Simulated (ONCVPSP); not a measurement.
What the settings do to the ONCV potential of Zr (Z = 40)

Base potential:

```json
{
  "Element": "zirconium (Zr)",
  "Generator": "ONCVPSP 4.0.1",
  "Type": "optimised norm-conserving Vanderbilt (ONCV)",
  "Functional": "revPBE",
  "Relativity": "scalar-relativistic",
  "Frozen core": "[Kr]",
  "Valence charge": "4",
  "Reference configuration": "4d2 5s1.5 5p0.5",
  "Partial waves": "5s: rc 3.20 bohr, ncon 3, nbas 6, qcut 2.1 1/bohr, 2 projectors, debl 3.3 Ha; 5p: rc 3.80 bohr, ncon 4, nbas 8, qcut 2.1 1/bohr, 2 projectors, debl 2.6 Ha; 4d: rc 2.55 bohr, ncon 5, nbas 10, qcut 6.7 1/bohr, 1 projector",
  "Local potential": "polynomial inside 1.60 bohr (lpopt 4, dvloc0 1 Ha)",
  "Core correction": "polynomial model core, fcfact 0.4"
}
```

All-electron outer shells of the reference configuration (revPBE, scalar-relativistic, ld1.x):

```
shell  level (eV)  outermost node (bohr)  outermost maximum (bohr)
   4s      -55.13                   0.55                      1.08
   4p      -33.09                   0.56                      1.17
   5s       -4.76                   1.47                      3.15
   4d       -4.11                   0.58                      1.59
   5p       -1.74                   1.70                      4.10
```

Cutoffs, loose and tight: the cutoffs (Ha) at which the residual kinetic energy of the hardest occupied pseudo-wave falls to 1 and 0.1 mHa per electron. They do not see the model core or the augmentation charge, which bear on the density cutoff. Test errors are all-electron minus pseudo excitation energies from the reference, over the configurations 4d2 5s2 5p0; 4d2 5s1 5p0; 4d2 5s0 5p0; 4d2 5s0 5p2. A dash means not determined; rows that change the core or the reference have their own tests.

```
    change    outcome  cutoff, loose  cutoff, tight  bound ghosts  GHOST(+) flags above zero  largest test error (meV)
      base  generated          13 Ha          16 Ha          none                       s, p                       -31
d: rc 1.82  generated          15 Ha          19 Ha          none                       s, p                       -32
 d: rc 2.1  generated          15 Ha          18 Ha          none                       s, p                       -31
d: rc 2.52  generated          13 Ha          16 Ha          none                       s, p                       -31
d: rc 2.94  generated          12 Ha          14 Ha          none                       s, p                       -30
d: rc 3.38  generated          10 Ha          12 Ha          none                       s, p                       -32
d: rc 3.64  generated         9.3 Ha          11 Ha          none                       s, p                       -36
```

Reading the sweep of the d radius (base included, trends over the rows without a ghost): The loose cutoff falls from 15 Ha at 1.82 to 9.3 Ha at 3.64 bohr. A larger radius leaves more room for a smooth pseudo-wave, so fewer plane waves are needed; a smaller one forces it to follow the all-electron wave where it bends sharply. The median size of the test errors (rows with all tests solved) stays near 7.6 meV.
